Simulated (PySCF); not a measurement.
All values below come from B3LYP-D3(BJ)/def2-TZVP // PBE0-D4/def2-SVP (PySCF 2.14.0). All species are isolated molecules in the gas phase. One relaxed conformer stands for a flexible species; it need not be the lowest. B3LYP has the VWN-RPA correlation part, as in Gaussian. Excitations are Tamm–Dancoff values on a coarser integration grid. The basis has no diffuse functions, so Rydberg states are missing or too high.

Reference species (SMILES): `[NH2][Sn]([NH2])([NH2])[NH2]` (neutral, multiplicity 1).

```yaml
T1 excitation (TDA): 4.71 eV
HOMO–LUMO gap: 6.14 eV
HOMO: -6.89 eV
S1–T1 gap (TDA): 0.58 eV
```

Changed species: `C[O][Sn]([NH2])([NH2])[NH2]` (1 of 4 NH2 replaced by OCH3; the reference has 0 of 4 NH2 replaced by OCH3).

Problem. What does the change do to the T1 excitation (TDA), HOMO–LUMO gap, HOMO and S1–T1 gap (TDA)?

Solution. the T1 excitation (TDA) drops by 0.04 eV, to 4.67 eV; the HOMO–LUMO gap decreases by 0.05 eV, to 6.09 eV; the HOMO decreases by 0.19 eV, to -7.08 eV; the S1–T1 gap (TDA) falls by 0.11 eV, to 0.47 eV.
